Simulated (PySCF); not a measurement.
AuH6N2, SMILES [NH3]->[Au][NH3+], charge +1, multiplicity 1.

Coordinates come from a PBE-D3(BJ)/def2-SVP optimisation. The spin state was assumed, not searched. The def2 effective core potentials stand for the cores of Au; spin–orbit coupling is left out.

All values below come from PBE-D3(BJ)/def2-SVP (PySCF).

Frequencies are harmonic and unscaled.

Modes within 1.5 cm⁻¹ of each other (mostly degenerate sets) share a row, with their intensities summed.

| mode | ν (cm⁻¹) | IR (km/mol) | moving atoms (share of kinetic energy) |
|---|---|---|---|
| 1 | 28 | 0.0 | H 100 % |
| 2–3 | 164 | 80.7 | N 59 %, H 27 %, Au 14 % |
| 4 | 470 | 0.0 | N 83 %, H 17 % |
| 5 | 479 | 0.1 | N 69 %, H 16 %, Au 15 % |
| 6–7 | 709 | 0.0 | H 88 %, N 12 % |
| 8–9 | 772 | 105.5 | H 83 %, N 16 % |
| 10–11 | 1269 | 140.6 | H 85 %, N 15 % |
| 12–13 | 1572 | 0.1 | H 95 % |
| 14–15 | 1574 | 108.0 | H 95 % |
| 16 | 3359 | 101.5 | H 98 % |
| 17 | 3361 | 0.0 | H 98 % |
| 18–21 | 3460 | 351.3 | H 92 %, N 8 % |
